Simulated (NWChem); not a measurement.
Species: SiNH₃OF₂; SMILES N[Si](O)(F)F

```xyz
8

N      0.4613    -1.6101     0.1410
Si     0.0165     0.0184     0.0792
O      1.3830     0.9180    -0.0236
F     -0.8682     0.3409     1.3741
F     -0.9303     0.4527    -1.1474
H      1.2324    -1.9742    -0.4000
H     -0.1426    -2.3283     0.5142
H      1.2890     1.7720    -0.4680
```
Atoms are numbered in this order, from 1.

Level: B3LYP/6-31G* (spherical d) (NWChem), optimised geometry, unscaled harmonic frequencies. B3LYP is NWChem's, with the RPA form of VWN correlation.

| frequency (cm⁻¹) | IR intensity (km/mol) |
|---|---|
| 167 | 6.5 |
| 212 | 116.0 |
| 246 | 113.0 |
| 270 | 88.0 |
| 340 | 12.6 |
| 362 | 12.0 |
| 369 | 48.6 |
| 382 | 105.2 |
| 765 | 4.1 |
| 814 | 2.0 |
| 869 | 149.3 |
| 948 | 205.0 |
| 1007 | 275.0 |
| 1025 | 191.9 |
| 1615 | 84.7 |
| 3607 | 43.0 |
| 3704 | 44.9 |
| 3809 | 81.5 |

The zero-point energy comes out as 29.3 kcal/mol and the thermal correction to the enthalpy at 298.15 K (with zero-point energy) is 34.1 kcal/mol. The heat capacity Cv comes out as 22.4 cal/(mol K). The entropy at 298.15 K and 1 atm (symmetry number 1) is 79.0 cal/(mol K) and the dipole moment comes out as 1.69 D.

Rigid rotor and harmonic oscillator.
